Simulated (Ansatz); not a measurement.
The cluster B5N4⁺, relaxed as a singlet with RKS r2SCAN-D4/def2-SVP in Ansatz, starting from the GFN1-xTB geometry. Force threshold 0.02 eV/Å.

The restricted singlet is unstable towards broken spin symmetry in Hartree–Fock (as tested in another run); at r2SCAN-D4/def2-SVP this wasn't settled. An occupied level of the charge 1 singlet lies above an empty one (by up to 0.15 eV), so this SCF solution is probably not the lowest. Another isomer (singlet) lies 7.19 eV lower at PBE0-D4/def2-TZVP; other spin states weren't run for this one.

Start:

```xyz
9

B     0.003    0.038   -0.117
B    -0.088    1.003   -2.539
B    -0.167    1.972   -4.962
B     0.125   -1.498    3.798
B     0.053   -0.537    1.346
N     0.155   -1.980    5.003
N     0.090   -0.995    2.528
N    -0.129    1.491   -3.750
N    -0.042    0.507   -1.306
```

| step | energy (eV) | largest force component (eV/Å) | SCF passes |
| --- | --- | --- | --- |
| 1 | -9318.1359 | 2.529 | 102 |
| 2 | -9318.2169 | 0.750 | 66 |
| 3 | -9318.2209 | 0.573 | 47 |
| 4 | -9318.2270 | 0.096 | 50 |
| 5 | -9318.2273 | 0.018 | 55 |
| 6 | -9318.2274 | 0.012 | 45 |
| 7 | -9318.2274 | 0.005 | 50 |

Force components are those of the run's own axes.

End:

```xyz
9

B    -0.005    0.058   -0.140
B    -0.091    1.030   -2.560
B    -0.149    1.931   -5.007
B     0.128   -1.514    3.813
B     0.046   -0.546    1.377
N     0.169   -2.006    5.052
N     0.086   -1.015    2.556
N    -0.140    1.534   -3.765
N    -0.044    0.527   -1.326
```

By distances, no bond broke or formed. The bond that changes most is B1–B5, from 1.57 to 1.63 Å (atoms count from 1).

The force fell under the threshold at step 5, but the optimiser went on. No frequencies were taken in this run, so the end may be a saddle point.

Run time 13 s (4 threads of Intel Xeon 6975P-C on a shared host).
